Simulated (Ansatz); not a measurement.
`N#C[Si](C#N)(C#N)C#N` + CH₃OH → `CO[Si](C#N)(C#N)C#N` + `C#N` at 600 K and 1 bar (ligand exchange at the Si–C bond).

Isolated molecules relaxed with PBE0-D4/def2-TZVP in Ansatz; ΔE leaves out vibrations. CCSD(T)/CBS is the MP2 limit (def2-TZVPP, def2-QZVPP) plus CCSD(T) − MP2 in def2-TZVPP, frozen cores. This one scheme is used for every species. Each species was taken in one conformer, which may not be the lowest.

| species | CCSD(T)/CBS energy (Eh) | H − E (kJ/mol) | S (J/(mol·K)) |
| --- | --- | --- | --- |
| `N#C[Si](C#N)(C#N)C#N` | -660.04610 | 167.8 | 504.9 |
| CH₃OH | -115.61712 | 163.6 | 277.3 |
| `CO[Si](C#N)(C#N)C#N` | -682.38316 | 267.1 | 565.3 |
| `C#N` | -93.32098 | 64.3 | 228.4 |

H − E and S are ideal-gas, rigid-rotor, harmonic terms from PBE0-D4/def2-TZVP, for one conformer and one mirror image of each species. 1 Eh = 2625.50 kJ/mol, R = 8.31446 J/(mol·K).

By hand: ΔE, ΔH, ΔS and ΔG.

ΔE = (-682.38316) + (-93.32098) − (-660.04610) − (-115.61712) = -0.04092 Eh = -107.4 kJ/mol. Δ(H − E) = 267.1 + 64.3 − 167.8 − 163.6 = 0.0, so ΔH = -107.4 kJ/mol. ΔS = 565.3 + 228.4 − 504.9 − 277.3 = 11.5 J/(mol·K). ΔG = -107.4 − 600 × (11.5)/1000 = -114.3 kJ/mol.

By hand: the equilibrium constant, and the temperature at which ΔG would vanish if ΔH and ΔS stayed fixed.

log₁₀ K = −ΔG/(RT ln 10) = 10.0. ΔH and −TΔS have one sign here, so there is no such temperature.

The number of gas molecules stays the same, so ΔS is small and ΔH decides. A doubt of 5 kJ/mol in ΔE shifts log₁₀ K by 0.4 here. Other conformers and mirror images would add mixing entropy, several J/(mol·K) or more a flexible species. Modes under 60 cm⁻¹, often nearly free rotors, make the harmonic entropy too high. These are equilibria of isolated gas molecules and say nothing of rates. Largest T1 diagnostic: 0.015 (customary marks: 0.02 for closed shells, 0.045 for open ones).

ΔS is within the doubt of such terms, so its sign, and with it that verdict, could turn.
